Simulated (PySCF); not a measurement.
# Mayer bond orders and bond lengths

C7H13P.
SMILES with atom numbers: `[CH3:1][C:2]#[C:3][PH:4][C:5]([CH3:6])([CH3:7])[CH3:8]` (hydrogens: H9, H10, H11 on C1; H12 on P4; H13, H14, H15 on C6; H16, H17, H18 on C7; H19, H20, H21 on C8)

Structure used (GFN2-xTB), in Å, numbered top down from 1:
```
atom  x, y, z in Å
C1     3.621    0.294    1.495
C2     2.523    0.449    0.567
C3     1.595    0.507   -0.201
P4     0.283    0.825   -1.332
C5    -1.138    0.015   -0.375
C6    -0.795   -1.413    0.039
C7    -1.419    0.873    0.858
C8    -2.353    0.017   -1.302
H9     4.357   -0.401    1.089
H10    4.100    1.257    1.669
H11    3.254   -0.096    2.445
H12    0.544   -0.307   -2.127
H13   -1.618   -1.845    0.608
H14   -0.620   -2.040   -0.834
H15    0.098   -1.430    0.661
H16   -2.284    0.492    1.399
H17   -0.560    0.868    1.527
H18   -1.622    1.904    0.570
H19   -3.215   -0.419   -0.798
H20   -2.153   -0.565   -2.202
H21   -2.607    1.032   -1.601
```

Bond orders from the PBE0/pcSseg-1 density (PySCF). Isolated species at its GFN2-xTB geometry, gas phase. GFN2-xTB frequencies show an imaginary mode (24i cm⁻¹), so this geometry is no minimum at that level.

(1) Where do the orders between heavy atoms depart from those drawn in the SMILES?

(2) Give the Mayer order of every bond, beside its length.

Answers

(1) The largest departure is 0.260, at C2–C3 (drawn triple, 2.740). Drawn single, order above 1.12: C1–C2 (1.194).

(2) 
```tsv
bond	drawn as	length (Å)	Mayer order
C1–C2	single	1.446	1.194
C2–C3	triple	1.206	2.740
C3–P4	single	1.761	0.934
P4–C5	single	1.895	0.930
C5–C6	single	1.526	0.991
C5–C7	single	1.528	0.996
C5–C8	single	1.529	1.008
C1–H9	single	1.090	0.924
C1–H10	single	1.090	0.924
C1–H11	single	1.090	0.924
P4–H12	single	1.407	0.924
C6–H13	single	1.090	0.960
C6–H14	single	1.089	0.963
C6–H15	single	1.089	0.957
C7–H16	single	1.089	0.961
C7–H17	single	1.089	0.957
C7–H18	single	1.090	0.959
C8–H19	single	1.089	0.960
C8–H20	single	1.090	0.961
C8–H21	single	1.089	0.957
```

By pair of heavy elements: C–C: lowest C5–C6 (0.991, 1.526 Å), highest C2–C3 (2.740, 1.206 Å). C–P: all 2 within 0.02 of one another (0.930 to 0.934).

Task: Sum the orders of all bonds at each heavy atom with more than one neighbour and set the sums beside the valence in the SMILES.

Result: C1 3.966 (drawn 4), C2 3.934 (drawn 4), C3 3.674 (drawn 4), P4 2.788 (drawn 3), C5 3.925 (drawn 4), C6 3.871 (drawn 4), C7 3.873 (drawn 4), C8 3.886 (drawn 4). Orders between atoms that aren't bonded are not in these sums.

For a closed shell the Mayer order of atoms A and B is Σ (PS)μν (PS)νμ over the basis functions μ on A and ν on B, with P the density and S the overlap matrix.

The run behind these numbers computed NMR shieldings as well. The run took 47 s wall (with the writing of density and orbital grids) on one thread, Arm Neoverse V1 (aarch64), on a shared host, and the process peaked at 0.92 GiB of memory.
